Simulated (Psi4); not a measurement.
C₃H₇NO (SMILES CN(C)C=O), singlet, at a GFN2-xTB geometry; PBE0/3-21G run with Psi4.

Here is a job for Psi4.
```
memory 2 GB

molecule mol {
0 1
  C     1.706220   -0.155114    0.362345
  N     0.295192   -0.138395    0.088321
  C    -0.407191   -1.389949    0.241388
  C    -0.368241    0.965255   -0.292289
  O    -1.550538    1.024631   -0.532317
  H     2.125077    0.838410    0.214274
  H     1.889915   -0.466014    1.394674
  H     2.215319   -0.856477   -0.304749
  H    -1.454281   -1.215740    0.000866
  H     0.002693   -2.143255   -0.435192
  H    -0.323563   -1.751770    1.268680
  H     0.298071    1.845407   -0.366930
}

set basis 3-21g
set reference rks
set d_convergence 1e-8

energy('pbe0')
print_variables()
```

The log (banner, timings and long lists left out):

```
   => Loading Basis Set <=

    Name: 3-21G
    Role: ORBITAL
    Keyword: BASIS

         ---------------------------------------------------------
                                   SCF
               by Justin Turney, Rob Parrish, Andy Simmonett
                          and Daniel G. A. Smith
                              RKS Reference
         ---------------------------------------------------------

  ==> Geometry <==

    Molecular point group: c1
    Full point group: C1

    Geometry (in Angstrom), charge = 0, multiplicity = 1:

       Center              X                  Y                   Z               Mass
    ------------   -----------------  -----------------  -----------------  -----------------
         C            1.770656252225    -0.205960200170     0.386365794928    12.000000000000
         N            0.359628252225    -0.189241200170     0.112341794928    14.003074004430
         C           -0.342754747775    -1.440795200170     0.265408794928    12.000000000000
         C           -0.303804747775     0.914408799830    -0.268268205072    12.000000000000
         O           -1.486101747775     0.973784799830    -0.508296205072    15.994914619570
         H            2.189513252225     0.787563799830     0.238294794928     1.007825032230
         H            1.954351252225    -0.516860200170     1.418694794928     1.007825032230
         H            2.279755252225    -0.907323200170    -0.280728205072     1.007825032230
         H           -1.389844747775    -1.266586200170     0.024886794928     1.007825032230
         H            0.067129252225    -2.194101200170    -0.411171205072     1.007825032230
         H           -0.259126747775    -1.802616200170     1.292700794928     1.007825032230
         H            0.362507252225     1.794560799830    -0.342909205072     1.007825032230

  Running in c1 symmetry.

  Rotational constants: A =      0.30589  B =      0.14142  C =      0.10037 [cm^-1]
  Rotational constants: A =   9170.40930  B =   4239.78558  C =   3009.09850 [MHz]
  Nuclear repulsion =  182.969931502777911

  Charge       = 0
  Multiplicity = 1
  Electrons    = 40
  Nalpha       = 20
  Nbeta        = 20

  ==> Algorithm <==

  SCF Algorithm Type is DF.
  DIIS enabled.
  MOM disabled.
  Fractional occupation disabled.
  Guess Type is SAD.
  Energy threshold   = 1.00e-06
  Density threshold  = 1.00e-08
  Integral threshold = 1.00e-12

  ==> Primary Basis <==

  Basis Set: 3-21G
    Blend: 3-21G
    Number of shells: 39
    Number of basis functions: 59
    Number of Cartesian functions: 59
    Spherical Harmonics?: false
    Max angular momentum: 1

  ==> DFT Potential <==

   => LibXC <=

    Version 7.1.2
    S. Lehtola, C. Steigemann, M. J. T. Oliveira, and M. A. L. Marques,  SoftwareX 7, 1–5 (2018) (10.1016/j.softx.2017.11.002)

   => Composite Functional: PBE0 <=

    PBE0 Hyb-GGA Exchange-Correlation Functional

    C. Adamo and V. Barone,  J. Chem. Phys. 110, 6158 (1999) (10.1063/1.478522)
    M. Ernzerhof and G. E. Scuseria,  J. Chem. Phys. 110, 5029 (1999) (10.1063/1.478401)

    Deriv               =              1
    GGA                 =           TRUE
    Meta                =          FALSE

    Exchange Hybrid     =           TRUE
    MP2 Hybrid          =          FALSE

   => Exchange Functionals <=

    0.7500   Perdew, Burke & Ernzerhof

   => Exact (HF) Exchange <=

    0.2500               HF

   => Correlation Functionals <=

    1.0000   Perdew, Burke & Ernzerhof

   => LibXC Density Thresholds  <==

    XC_HYB_GGA_XC_PBEH:  1.00E-15

   => Molecular Quadrature <=

    Radial Scheme          =       TREUTLER
    Pruning Scheme         =           NONE
    Nuclear Scheme         =       TREUTLER

    Blocking Scheme        =         OCTREE
    BS radius alpha        =              1
    Pruning alpha          =              1
    Radial Points          =             75
    Spherical Points       =            302
    Total Points           =         253861
    Total Blocks           =           1928
    Max Points             =            256
    Max Functions          =             57
    Weights Tolerance      =       1.00E-15

   => Loading Basis Set <=

    Name: (3-21G AUX)
    Role: JKFIT
    Keyword: DF_BASIS_SCF

  ==> Integral Setup <==

  SCF_SUBTYPE=INCORE selected. In-core MEM_DF algorithm will be used.
  Using in-core AOs.

  ==> MemDFJK: Density-Fitted J/K Matrices <==

    J tasked:                   Yes
    K tasked:                   Yes
    wK tasked:                   No
    Algorithm:                 Core
    Schwarz Cutoff:           1E-12
    Mask sparsity (%):       1.9535
    Fitting Condition:        1E-10

   => Auxiliary Basis Set <=

  Basis Set: (3-21G AUX)
    Blend: DEF2-UNIVERSAL-JKFIT
    Number of shells: 167
    Number of basis functions: 593
    Number of Cartesian functions: 593
    Spherical Harmonics?: false
    Max angular momentum: 4

  Minimum eigenvalue in the overlap matrix is 2.0523721416E-02.
  Reciprocal condition number of the overlap matrix is 4.6517932222E-03.
    Using symmetric orthogonalization.

  ==> Pre-Iterations <==

  SCF Guess: Superposition of Atomic Densities via on-the-fly atomic UHF (no occupation information).

   -------------------------
    Irrep   Nso     Nmo
   -------------------------
     A         59      59
   -------------------------
    Total      59      59
   -------------------------

  ==> Iterations <==

                           Total Energy        Delta E     RMS |[F,P]|

   @DF-RKS iter SAD:  -246.36844734151882   -2.46368e+02   0.00000e+00
   @DF-RKS iter   1:  -246.68077472554012   -3.12327e-01   1.07223e-02 DIIS/ADIIS
   @DF-RKS iter   2:  -246.54536462638703    1.35410e-01   1.47822e-02 DIIS/ADIIS
   @DF-RKS iter   3:  -246.83075915450135   -2.85395e-01   4.01147e-03 DIIS/ADIIS
   @DF-RKS iter   4:  -246.85401848282470   -2.32593e-02   9.58247e-04 DIIS/ADIIS
   @DF-RKS iter   5:  -246.85526446118894   -1.24598e-03   3.01861e-04 DIIS/ADIIS
   @DF-RKS iter   6:  -246.85539946665267   -1.35005e-04   4.35283e-05 DIIS
   @DF-RKS iter   7:  -246.85540205307279   -2.58642e-06   1.31584e-05 DIIS
   @DF-RKS iter   8:  -246.85540234432446   -2.91252e-07   1.57987e-06 DIIS
   @DF-RKS iter   9:  -246.85540234856165   -4.23719e-09   1.92215e-07 DIIS
   @DF-RKS iter  10:  -246.85540234865019   -8.85336e-11   2.64135e-08 DIIS
   @DF-RKS iter  11:  -246.85540234865175   -1.56319e-12   1.23407e-08 DIIS
   @DF-RKS iter  12:  -246.85540234865172    2.84217e-14   3.16209e-09 DIIS
  Energy and wave function converged.

  ==> Post-Iterations <==

   Electrons on quadrature grid:
      Ntotal   =   40.0000367503 ; deviation = 3.675e-05

    Orbital Energies [Eh]
    ---------------------

    Doubly Occupied:

       1A    -19.075874     2A    -14.355120     3A    -10.261696
       4A    -10.213411     5A    -10.198627     6A     -1.078981
       7A     -0.976613     8A     -0.759008     9A     -0.731894
      10A     -0.585415    11A     -0.540043    12A     -0.499126
      13A     -0.479203    14A     -0.425551    15A     -0.422090
      16A     -0.407967    17A     -0.392631    18A     -0.389965
      19A     -0.253299    20A     -0.243278

    Virtual:

      21A      0.056535    22A      0.120574    23A      0.147993
      24A      0.175742    25A      0.182128    26A      0.190865
      27A      0.197257    28A      0.204153    29A      0.238867
      30A      0.269910    31A      0.378073    32A      0.430861
      33A      0.651624    34A      0.666216    35A      0.694715
      36A      0.729300    37A      0.772481    38A      0.824791
      39A      0.849329    40A      0.887972    41A      0.945316
      42A      1.008568    43A      1.010643    44A      1.030101
      45A      1.088108    46A      1.090934    47A      1.100016
      48A      1.157266    49A      1.300533    50A      1.304779
      51A      1.569365    52A      1.590114    53A      1.620971
      54A      1.678056    55A      1.750928    56A      1.850954
      57A      1.920213    58A      2.684836    59A      3.243700

    Final Occupation by Irrep:
              A
    DOCC [    20 ]
    NA   [    20 ]
    NB   [    20 ]

  @DF-RKS Final Energy:  -246.85540234865172

   => Energetics <=

    Nuclear Repulsion Energy =            182.9699315027779107
    One-Electron Energy =                -696.6276520541749733
    Two-Electron Energy =                 292.6429199092531803
    DFT Exchange-Correlation Energy =     -25.8406017065079077
    Empirical Dispersion Energy =           0.0000000000000000
    VV10 Nonlocal Energy =                  0.0000000000000000
    Total Energy =                       -246.8554023486517224

Computation Completed

Properties will be evaluated at   0.000000,   0.000000,   0.000000 [a0]

Properties computed using the SCF density matrix

 Multipole Moments:

 ------------------------------------------------------------------------------------
     Multipole            Electronic (a.u.)      Nuclear  (a.u.)        Total (a.u.)
 ------------------------------------------------------------------------------------

 L = 1.  Multiply by 2.5417464519 to convert [e a0] to [Debye]
 Dipole X            :         -3.5737283            4.8706729            1.2969445
 Dipole Y            :          3.2324520           -3.8434233           -0.6109713
 Dipole Z            :         -1.4269893            1.8157052            0.3887159
 Magnitude           :                                                    1.4854128

 ------------------------------------------------------------------------------------

  Variable Map:
  ----------------------------------------------------------------------------
  "CURRENT ENERGY"              =>    -246.855402348652
  "CURRENT REFERENCE ENERGY"    =>    -246.855402348652
  "DD SOLVATION ENERGY"         =>       0.000000000000
  "DFT FUNCTIONAL TOTAL ENERGY" =>    -246.855402348652
  "DFT TOTAL ENERGY"            =>    -246.855402348652
  "DFT VV10 ENERGY"             =>       0.000000000000
  "DFT XC ENERGY"               =>     -25.840601706508
  "GRID ELECTRONS ALPHA"        =>      20.000018375165
  "GRID ELECTRONS BETA"         =>      20.000018375165
  "GRID ELECTRONS TOTAL"        =>      40.000036750331
  "NUCLEAR REPULSION ENERGY"    =>     182.969931502778
  "ONE-ELECTRON ENERGY"         =>    -696.627652054175
  "PCM POLARIZATION ENERGY"     =>       0.000000000000
  "PE ENERGY"                   =>       0.000000000000
  "SCF ITERATION ENERGY"        =>    -246.855402348652
  "SCF ITERATIONS"              =>      12.000000000000
  "SCF TOTAL ENERGY"            =>    -246.855402348652
  "TWO-ELECTRON ENERGY"         =>     292.642919909253
  "XC GRID RADIAL POINTS"       =>      75.000000000000
  "XC GRID SPHERICAL POINTS"    =>     302.000000000000
  "XC GRID TOTAL POINTS"        =>  253861.000000000000

  Array Variable Map:
  ----------------------------------------------------------------------------
  "CURRENT DIPOLE"              =>       1.296944530836 ... 0.388715861124 1 by 3
  "SCF DIPOLE"                  =>       1.296944530836 ... 0.388715861124 1 by 3
  "SCF TOTAL ENERGIES"          =>    -246.368447341519 ... -246.855402348652 1 by 13
```
